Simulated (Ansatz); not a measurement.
```yaml
crystal:
  periodic: [false, false, false]
  atoms:
    - {symbol: B, position_ang: [-1.303278, 1.041126, -0.019585]}
    - {symbol: B, position_ang: [0.355367, 0.983357, -0.007671]}
    - {symbol: C, position_ang: [1.251108, 0.083583, 0.776475]}
    - {symbol: In, position_ang: [0.079970, -1.460321, -0.461636]}
    - {symbol: H, position_ang: [-1.994616, 0.168761, -0.518604]}
    - {symbol: H, position_ang: [-1.950641, 1.975076, 0.357539]}
    - {symbol: H, position_ang: [0.813186, 1.577566, -0.960665]}
    - {symbol: H, position_ang: [0.966014, -0.318531, 1.748029]}
    - {symbol: H, position_ang: [2.326703, 0.079469, 0.614579]}
    - {symbol: H, position_ang: [0.198360, -1.632657, -2.161991]}
    - {symbol: H, position_ang: [-0.742183, -2.497429, 0.633508]}
basis:
  gaussian: {orbitals: def2-TZVP}
hamiltonian: {xc: {name: r2SCAN50}}
output: {forces: true}
```

```sh
$ ansatz run in.yaml --threads 4 --pin off --events-out ev --progress --plain --max-ram 10444MiB
```

It prints (some lines left out):

```
Functional definition: r2SCAN50
1472 factors; their error is unknown
mean field evaluation 1: about -7669.4186 eV, gradient 4.5e1 eV
mean field evaluation 2: about -7669.5199 eV, gradient 4.3e1 eV
mean field evaluation 4: about -7674.5643 eV, gradient 1.5e0 eV
mean field evaluation 8: about -7674.6607 eV, gradient 8.9e-2 eV
mean field evaluation 16: about -7674.6607 eV, gradient 4.4e-5 eV
mean field -7674.66069157 eV, -282.0385783435 hartree, gradient 4.4e-5 eV, S^2 0.000000; 0 other end points of the search recorded, 0 dependent functions left out
reference -7674.66070246 eV, -282.0385787436 hartree; 22, 22 occupied and 163, 163 virtual orbitals, 1472 factors
Total energy: -7674.66070246 eV, -282.0385787436 hartree
Atom 0 at    -1.303278     1.041126    -0.019585 Å, force    -0.301359     0.053955     0.024772 eV/Å
Atom 1 at     0.355367     0.983357    -0.007671 Å, force     0.323715    -0.039974    -0.035566 eV/Å
Atom 2 at     1.251108     0.083583     0.776475 Å, force    -0.070380    -0.064869    -0.021469 eV/Å
Atom 3 at     0.079970    -1.460321    -0.461636 Å, force     0.043636     0.000735     0.053084 eV/Å
Atom 4 at    -1.994616     0.168761    -0.518604 Å, force     0.147431     0.115162     0.076919 eV/Å
Atom 5 at    -1.950641     1.975076     0.357539 Å, force     0.127739    -0.165150    -0.063765 eV/Å
Atom 6 at     0.813186     1.577566    -0.960665 Å, force    -0.075878    -0.114168     0.157814 eV/Å
Atom 7 at     0.966014    -0.318531     1.748029 Å, force     0.070887     0.108787    -0.276699 eV/Å
Atom 8 at     2.326703     0.079469     0.614579 Å, force    -0.319984     0.008092     0.038530 eV/Å
Atom 9 at     0.198360    -1.632657    -2.161991 Å, force    -0.016147     0.010149     0.167753 eV/Å
Atom 10 at    -0.742183    -2.497429     0.633508 Å, force     0.070339     0.087282    -0.121371 eV/Å
Dipole moment:     0.051926    -0.184232     0.044343 e Å
```

It took 3.7 s on 4 threads of an Arm Neoverse V2 on a shared host, with 0.51 GiB of host memory at the peak.
